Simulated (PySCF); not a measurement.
Compound: H₆NO₂PSi.
Bonds: N1–Si2, Si2–O3, Si2–O4, Si2–P5. Hydrogens: H6, H7 on N1; H8 on O3; H9 on O4; H10, H11 on P5.

The closed-shell SCF was solved with PySCF and density fitting under several settings on one GFN2-xTB geometry (grid level 2 and gas phase unless stated).

```csv
settings,basis functions,SCF cycles,E (Eh),HOMO (eV),LUMO (eV),dipole (D)
PBE/pcSseg-1,129,15,-839.2070,-5.98,-0.13,1.65
"HF/6-311+G(2d,p), start guess sap, level shift 0.1 Eh",187,12,-837.5775,-9.91,1.47,1.32
```

Q: Estimate the row for these settings: PBE0/MINI, IEF-PCM benzene, start guess vsap.

A: 
| settings | basis functions | SCF cycles | E (Eh) | HOMO (eV) | LUMO (eV) | dipole (D) |
| --- | --- | --- | --- | --- | --- | --- |
| PBE0/MINI, IEF-PCM benzene, start guess vsap | 39 | 10 | -834.3703 | -7.65 | 1.40 | 2.74 |

Q: Over all rows, what range does the HOMO–LUMO gap span?

A: From 5.85 eV (PBE/pcSseg-1) to 11.38 eV (HF/6-311+G(2d,p), start guess sap, level shift 0.1 Eh). The functional of the narrowest has no exact exchange, that of the widest 100 % exact exchange.

Q: And the dipole moment?

A: From 1.32 D (HF/6-311+G(2d,p), start guess sap, level shift 0.1 Eh) to 2.74 D (PBE0/MINI, IEF-PCM benzene, start guess vsap); the largest is 2.08 times the smallest, and the median is 1.65 D.

Whole jobs, the steps after the SCF included, on one thread of an Arm Neoverse V1, on a shared host:

```
                                             settings                                                           work after the SCF  wall time  peak memory
                                         PBE/pcSseg-1                                                                   shieldings       14 s     0.62 GiB
HF/6-311+G(2d,p), start guess sap, level shift 0.1 Eh  spin–spin couplings from 9 perturbed nuclei, spin–dipole term for 3 of them       22 s     0.81 GiB
         PBE0/MINI, IEF-PCM benzene, start guess vsap                                                                   shieldings      3.3 s     0.42 GiB
```

Cycle counts include a coarse-grid stage where the run had one. All basis functions are spherical, in the Pople sets too. The structure is a single GFN2-xTB conformer; no vibrational corrections.

Shape of the structure used: `[NH2:1][Si:2]([OH:3])([OH:4])[PH2:5]`: H–N1–Si2–O3 -167°, H–N1–Si2–O3 60°, H–O3–Si2–N1 53°, H–O4–Si2–N1 152°, H–P5–Si2–N1 -70°, H–P5–Si2–N1 -162°.
